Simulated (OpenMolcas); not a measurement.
Fe⁵⁺.

* Program: OpenMolcas 26.06
* Method: CASSCF
* Basis: ANO-R2 [6s5p4d2f1g]
* Scalar Hamiltonian: X2C, finite nucleus
* Active space: 3 electrons in 5 orbitals (3d)
* State averaging: 2S+1 = 4 even, 10 roots; 2S+1 = 2 even, 40 roots
* Spin-orbit coupling: state interaction with AMFI integrals over the reference wave functions, term energies averaged over their components

Levels without dynamic correlation, in cm⁻¹ above 3d³ ⁴F_3/2:

```json
{"Level": "3d³ ²G_7/2", "E": "23867"}
{"Level": "3d³ ⁴P_1/2", "E": "23174"}
{"Level": "3d³ ²P_1/2", "E": "31405"}
{"Level": "3d³ ²H_9/2", "E": "31508"}
{"Level": "3d³ ²F_7/2", "E": "53866"}
```

On this reference, MS-CASPT2, IPEA 0.25 Eh, imaginary shift 0.1 Eh (closed shells correlated: 3s 3p) puts 3d³ ²G_7/2 at 20900 cm⁻¹.

Q: Estimate the other levels at that method by one scale factor, and say how well it serves.

A: The factor is 20900 / 23867 = 0.876. Scaled values beside those that MS-CASPT2 gives and measured ones (Corliss and Sugar, J. Phys. Chem. Ref. Data 11, 135 (1982)):
```tsv
Level	Scaled	MS-CASPT2	Miss (%)	Measured
3d³ ⁴P_1/2	20300	19370	+4.8	18738
3d³ ²P_1/2	27511	26970	+2.0	26496
3d³ ²H_9/2	27601	29320	-5.9	28724
3d³ ²F_7/2	47187	47270	-0.2	46217
```
For these levels the scaled values miss MS-CASPT2 by up to 5.9 %, as correlation changes each term by its own factor, spin-orbit parts do not scale and CASPT2 has its own spread within terms. This holds within one configuration; levels of others move differently, and the target method has errors of its own against measurement.

CASPT2 does not keep the components of a term degenerate, so their means are used; among the terms shown or strongly mixed into the levels shown the widest spread is 720 cm-1 (3d³ ⁴F, MS-CASPT2). Without dynamic correlation excited terms often stand tens of per cent too high (terms of higher spin than the ground term too low), and those without a measured partner can miss by more than the paired ones (holds for CASSCF). Computed and measured levels are paired by configuration, term and J; levels that our copy of the source lacks, or whose pairing is in doubt (as where it misses far off the trend of its configuration), stay unpaired and out of the deviations. Only configurations of the active space appear.
